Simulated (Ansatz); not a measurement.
`CCB(F)F` and `FB(F)[CH2][SbH2]` differ in one atom or group.

Ansatz, PBE0-D4/def2-TZVP geometries, multiplicity 1. Each molecule was computed in one conformer, which needn't be the lowest.

Elements past krypton have def2 core potentials.

| property | `CCB(F)F` |
| --- | --- |
| HOMO energy (PBE0/def2-TZVPP) / eV | -9.43 |
| size of the dipole moment (ωB97M-V/def2-TZVPP) / D | 1.66 |
| LUMO energy (ωB97M-V/def2-TZVPP) / eV | 1.97 |
| size of the dipole moment (PBE/def2-TZVPP) / D | 1.59 |
| zero-point energy (PBE0-D4/def2-TZVP) / kJ/mol | 197.2 |
| ideal-gas entropy at 298 K and 1 bar (rigid rotor, harmonic PBE0-D4/def2-TZVP) / J/(mol·K) | 325 |

(1) What does the change do to each property? (Estimate.)

Answers

(1) Ansatz gave: 
```
                                                                                  property  `FB(F)[CH2][SbH2]`  shift
                                                        HOMO energy (PBE0/def2-TZVPP) / eV               -7.50   1.93
                                        size of the dipole moment (ωB97M-V/def2-TZVPP) / D                2.19   0.53
                                                     LUMO energy (ωB97M-V/def2-TZVPP) / eV                0.78  -1.19
                                            size of the dipole moment (PBE/def2-TZVPP) / D                2.16   0.57
                                            zero-point energy (PBE0-D4/def2-TZVP) / kJ/mol               133.2  -64.0
ideal-gas entropy at 298 K and 1 bar (rigid rotor, harmonic PBE0-D4/def2-TZVP) / J/(mol·K)                 362     37
```

With PBE0 the HOMO rises by 1.93 eV and the LUMO falls by 1.27 eV, so the gap narrows by about 3.20 eV. PBE moves the HOMO by 1.44 eV and ωB97M-V by 2.20 eV. The zero-point energy changes by -64.0 kJ/mol with -3 modes. Dipoles are sizes alone; their direction can turn. Modes under 60 cm⁻¹, often nearly free rotors, make the harmonic entropy too high.

Spin–orbit coupling is left out; it splits and shifts lone-pair levels of the heavy atoms by tenths of an eV.
